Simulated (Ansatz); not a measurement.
Isomers of Al4H4⁻ (doublet), relaxed with PBE-D4/def2-SVPD; total energies from Ansatz at PBE-QIDH/def2-TZVPD.

```
isomer                                                                  description  energy (Eh)
     A            point group Cs; 5 × Al–Al 2.52 to 2.90 Å; 4 × Al–H 1.63 to 1.77 Å   -971.32433
     B  point group not assigned; 5 × Al–Al 2.45 to 2.78 Å; 4 × Al–H 1.63 to 1.78 Å   -971.32027
```

Correlated methods freeze 20 core orbitals.

The isomers come from a short search, and lower ones may exist.

**Question.** Work out the relative energies (1 Eh = 2625.5 kJ/mol) and the Boltzmann populations at 1200 K from electronic energies alone (R = 8.314 J/mol/K).

**Answer.** ΔE: A 0.0, B 10.7 kJ/mol. RT = 9.98 kJ/mol. Factors exp(−ΔE/RT): A 1, B 0.342; sum 1.342. Populations: A 74.5 %, B 25.5 %. Zero-point energy, vibrational entropy and symmetry numbers are left out and can shift these; an error of 4 kJ/mol changes a ratio by a factor of 1.5. Over the other density-functional and correlated levels in def2 sets, the gap between A and B ranges from -2 to 5 kJ/mol.
